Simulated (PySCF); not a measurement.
## C₆ coefficients of unlike pairs at PBE0

Calculated with PySCF 2.14 from the dipole response of each species, C₆(A,B) = (3/π) ∫ α_A(iu) α_B(iu) du, in atomic units, from isotropic polarisabilities. For ions this is the dispersion term alone; charge-induced terms of lower order in 1/R come first.

| species | configuration | basis | relativity | α (bohr³) | C₆ (like pair) |
| --- | --- | --- | --- | --- | --- |
| F³⁺ | [He] 2s2 2p2 (3P) | aug-cc-pVQZ with one added diffuse shell each of s, p, d, f, g type (7s6p5d4f3g) | none | 0.9455 | 0.8523 |
| O⁺ | [He] 2s2 2p3 (4S) | aug-cc-pwCVTZ (7s6p4d2f) | none | 2.646 | 5.183 |
| Al⁺ | [Ne] 3s2 (1S) | aug-cc-pCVQZ-DK (10s9p7d5f3g) | spin-free X2C | 24.68 | 126.5 |
| K⁺ | [Ar] (1S) | dyall-av3z (25s18p5d2f) | none | 5.537 | 23.81 |

(1) Estimate C₆ for Al⁺ with O⁺.

No spin-orbit coupling is included.

The other pairs:

```json
{"pair": "K⁺, O⁺", "C₆": "11.09"}
{"pair": "O⁺, F³⁺", "C₆": "2.079"}
{"pair": "K⁺, F³⁺", "C₆": "4.425"}
{"pair": "Al⁺, F³⁺", "C₆": "7.977"}
{"pair": "K⁺, Al⁺", "C₆": "45.42"}
```

## Answers

(1) The integral gives 21.23. The combination rule 2 C_A C_B / (C_A α_B/α_A + C_B α_A/α_B) gives 21.18 and the geometric mean 25.60.
